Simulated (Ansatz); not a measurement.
`C=C[SiH](F)Cl`. Charge 0, multiplicity 1.

```xyz
9

C     1.2644    0.5556   -0.7347
C     0.1344    0.7402   -0.0567
Si   -0.9088   -0.6946    0.4209
F    -2.3628   -0.5700   -0.2162
Cl   -1.1645   -0.7578    2.4473
H     1.5979   -0.4357   -1.0309
H     1.9089    1.3805   -1.0240
H    -0.1596    1.7494    0.2229
H    -0.3099   -1.9677   -0.0286
```

(1) Give the diagnostics of a CCSD(T)/def2-TZVPP run (frozen core, the Gaussian-basis code of Ansatz). (Best estimate.)

Answers

(1) The calculation gave: T1 = 0.0110, largest single amplitude 0.016, largest double 0.093, (T) share of the correlation energy 3.8 %, 9 CCSD cycles. The RHF solution is stable towards an unrestricted one. T1 lies under the customary mark of 0.02 for closed shells.
